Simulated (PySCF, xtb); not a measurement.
CH₅ClFNSi, SMILES NC[Si@H](F)Cl. The values are those of a single conformer.

Harmonic wavenumbers (cm⁻¹) from GFN2-xTB run with xtb at its own minimum, in rising order: 52, 107, 175, 211, 284, 316, 522, 637, 656, 709, 760, 812, 982, 1040, 1094, 1274, 1311, 1460, 1567, 2349, 2936, 2966, 3388, 3419.

### Question
What does PBE-D3(BJ)/def2-SVP (PySCF) give at its own minimum? (An estimate is asked for; the answer gives what the named calculation found.)

### Answer
76, 106, 211, 242, 284, 329, 537, 652, 712, 789, 812, 825, 890, 1049, 1064, 1217, 1320, 1365, 1585, 2188, 2973, 3029, 3405, 3490. Paired by order, the mean absolute difference is 42 cm⁻¹ and the zero-point energies are 41.5 and 41.7 kcal/mol.
